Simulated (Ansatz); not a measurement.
Cost and result for the atomization energy of `[NH2][Mg][Br]` (5 atoms, 4 bonds).

Charge 0, multiplicity 1. Correlated methods include outer-core shells of Br, Mg, which these sets cover unevenly. Scalar relativity is left out up to krypton. The geometry is a stationary point of PBE0-D4/def2-TZVP. It is one conformer, not always the lowest. Program: Ansatz. All runs use 2 threads of a server CPU on a shared host. Times are those of one run each, without the atoms' runs, and a repeat can differ threefold. Electronic energies, without spin–orbit coupling; frozen cores. CCSD(T)/CBS adds CCSD(T) − MP2 in def2-TZVPP to the MP2 limit, and its time is that of the two runs behind it. T1 = 0.007. With those shells the extrapolation isn't a true limit. B3LYP takes the VWN-RPA correlation (the form of Gaussian; ORCA's B3LYP/G). HSE06 is the plane-wave form, built on full-range PBE exchange.

CCSD(T)/CBS is a level of theory with its own doubt, some kJ/mol a heavy atom from the limit and from the frozen cores, so smaller differences don't rank the functionals.

```tsv
level	functions	wall time	atomization (kJ/mol)	difference from CCSD(T)/CBS	per bond
revPBE-D4/def2-TZVPP	139	1.1 s	1371.3	-44.8	-11.2
BHLYP-D4/def2-TZVPP	139	1.5 s	1341.6	-74.5	-18.6
HSE06-D4/def2-TZVPP	139	1.8 s	1383.6	-32.5	-8.1
B3LYP-D4/def2-TZVPP (with forces)	139	2 s	1387.6	-28.5	-7.1
CCSD(T)/def2-SVP	74	2.1 s	1272.7	-143.4	-35.8
r2SCANh-D4/def2-TZVPP	139	2.6 s	1392.4	-23.7	-5.9
PBE-QIDH/def2-TZVPP	139	2.8 s	1376.0	-40.1	-10.0
B2PLYP/def2-TZVPP	139	2.8 s	1376.3	-39.8	-10.0
B97M-V/def2-TZVPP	139	4.3 s	1384.5	-31.6	-7.9
ωB97M-V/def2-TZVPP (with forces)	139	6 s	1384.9	-31.2	-7.8
MP2/def2-QZVPP	269	7.5 s	1424.4	8.3	2.1
CCSD(T)/def2-TZVPP	139	19 s	1342.0	-74.1	-18.5
CCSD(T)/CBS(def2)	–	26 s	1416.1	0.0	0.0
```

In def2-TZVPP, CCSD(T) changes the Hartree–Fock value by +391.4 kJ/mol (the triples alone add +23.1 kJ/mol) and MP2 by +429.4 kJ/mol; breaking electron pairs costs correlation energy, which Hartree–Fock lacks. Leaving LDA and LC-ωPBE aside and taking each functional with its dispersion term where it has one, the values, not all of them listed here, spread over 69.6 kJ/mol, from BHLYP-D4 to PBE-D4. LDA lies +173.7 kJ/mol from PBE without D4, its usual overbinding. The D4 term adds +9.9 kJ/mol with B3LYP and +5.2 kJ/mol with PBE0; it sums over pairs of atoms, weighted by their polarisabilities, and B3LYP, whose exchange is more repulsive, gets the larger term.
